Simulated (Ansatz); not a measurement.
Start from `[BH2][GaH][Se]C` and change one element to get `[BH2][GaH][O]C`.

Ansatz, PBE0-D4/def2-TZVP geometries, multiplicity 1. Each molecule was computed in one conformer, which needn't be the lowest.

Scalar relativity is left out up to krypton. Spin–orbit coupling is left out; it splits and shifts lone-pair levels of the heavy atoms by tenths of an eV.

```tsv
property	`[BH2][GaH][Se]C`
size of the dipole moment (B3LYP/def2-TZVPP) / D	0.98
HOMO energy (ωB97M-V/def2-TZVPP) / eV	-8.80
size of the dipole moment (PBE/def2-TZVPP) / D	0.95
HOMO energy (PBE0/def2-TZVPP) / eV	-6.70
LUMO energy (ωB97M-V/def2-TZVPP) / eV	-0.54
HOMO–LUMO gap (B3LYP/def2-TZVPP) / eV	3.84
```

Q: Give the same properties after the change, and the shifts. (Best estimate.)

A: The calculation gave: 
```json
{"property": "size of the dipole moment (B3LYP/def2-TZVPP) / D", "`[BH2][GaH][O]C`": "0.93", "shift": "-0.05"}
{"property": "HOMO energy (ωB97M-V/def2-TZVPP) / eV", "`[BH2][GaH][O]C`": "-9.95", "shift": "-1.15"}
{"property": "size of the dipole moment (PBE/def2-TZVPP) / D", "`[BH2][GaH][O]C`": "0.76", "shift": "-0.19"}
{"property": "HOMO energy (PBE0/def2-TZVPP) / eV", "`[BH2][GaH][O]C`": "-7.67", "shift": "-0.97"}
{"property": "LUMO energy (ωB97M-V/def2-TZVPP) / eV", "`[BH2][GaH][O]C`": "-0.49", "shift": "0.05"}
{"property": "HOMO–LUMO gap (B3LYP/def2-TZVPP) / eV", "`[BH2][GaH][O]C`": "4.79", "shift": "0.95"}
```

Dipoles are sizes alone; their direction can turn.

B3LYP here is the variant with VWN-RPA as its local correlation; programs differ in this.
